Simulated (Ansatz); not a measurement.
System: sum formula H2SiO2Br (charge 0, doublet). It need not be the lowest isomer of its formula. 
Geometry from a B3LYP-D3(BJ)/def2-TZVP (Ansatz, a first-principles code) optimisation:
SMILES: O[Si](O)Br
```xyz
6

Si    -0.5479    -0.1695    -0.8849
Br     1.0149     0.0717     0.7441
O     -1.4318     1.2138    -1.0253
O     -1.6132    -1.3515    -0.5085
H     -0.9638     2.0543    -1.0420
H     -2.5263    -1.0904    -0.3416
```
Charge 0, spin multiplicity 2.

Quantity: atomisation energy (electronic, to ground-state atoms), in kcal/mol. Cores are frozen in the correlated levels unless marked. UHF or UKS for open shells. No spin-orbit coupling. Frozen are the shells of the preceding noble gas and the d and f shells that filled before the atom's block. Non-relativistic. The coupled-cluster limit lacks core correlation, which all-electron functionals hold. Basis-set limits of correlation are two-point, X^-3; Hartree-Fock from the larger set. [CCSD(T)-MP2]/basis is that difference in the basis named.

```json
[
 {"level": "PBE/def2-TZVPD", "program": "Ansatz", "atomisation energy (kcal/mol)": "519.8"},
 {"level": "BLYP-D3(BJ)/def2-TZVPD", "program": "Ansatz + dftd3", "atomisation energy (kcal/mol)": "510.8"},
 {"level": "BLYP-D4/def2-TZVPD", "program": "Ansatz + dftd4", "atomisation energy (kcal/mol)": "511.1"},
 {"level": "PBE0/6-31G*", "program": "Ansatz", "atomisation energy (kcal/mol)": "484.5"},
 {"level": "PBE0/def2-SVP", "program": "Ansatz", "atomisation energy (kcal/mol)": "493.1"},
 {"level": "PBE0/def2-TZVPD", "program": "Ansatz", "atomisation energy (kcal/mol)": "504.3"},
 {"level": "BHLYP-D4/def2-TZVPD", "program": "Ansatz + dftd4", "atomisation energy (kcal/mol)": "484.9"},
 {"level": "r2SCAN0-D4/def2-TZVPD", "program": "Ansatz + dftd4", "atomisation energy (kcal/mol)": "502.4"},
 {"level": "LC-wPBE-D3(BJ)/def2-TZVPD", "program": "Ansatz + dftd3", "atomisation energy (kcal/mol)": "509.7"},
 {"level": "wB97M-V/def2-TZVPD", "program": "Ansatz", "atomisation energy (kcal/mol)": "510.3"},
 {"level": "B2PLYP-D4/def2-TZVPD", "program": "Ansatz + dftd4", "atomisation energy (kcal/mol)": "505.2"},
 {"level": "RI-MP2/def2-QZVPP", "program": "Ansatz", "atomisation energy (kcal/mol)": "527.2"},
 {"level": "SCS-MP2/STO-3G", "program": "Ansatz", "atomisation energy (kcal/mol)": "378.1"},
 {"level": "SCS-MP2/6-31G", "program": "Ansatz", "atomisation energy (kcal/mol)": "363.1"},
 {"level": "SCS-MP2/6-31G*", "program": "Ansatz", "atomisation energy (kcal/mol)": "452.8"},
 {"level": "SCS-MP2/def2-SVP", "program": "Ansatz", "atomisation energy (kcal/mol)": "467.0"},
 {"level": "CCSD/STO-3G", "program": "Ansatz", "atomisation energy (kcal/mol)": "387.6"},
 {"level": "CCSD/def2-TZVPP", "program": "Ansatz", "atomisation energy (kcal/mol)": "484.6"},
 {"level": "CCSD(T)/6-31G*", "program": "Ansatz", "atomisation energy (kcal/mol)": "444.3"},
 {"level": "CCSD(T)/def2-TZVPP", "program": "Ansatz", "atomisation energy (kcal/mol)": "494.7"},
 {"level": "RI-MP2/CBS(def2-TZVPP,def2-QZVPP)+[CCSD(T)-MP2]/def2-TZVPP", "program": "Ansatz", "atomisation energy (kcal/mol)": "514.0"}
]
```
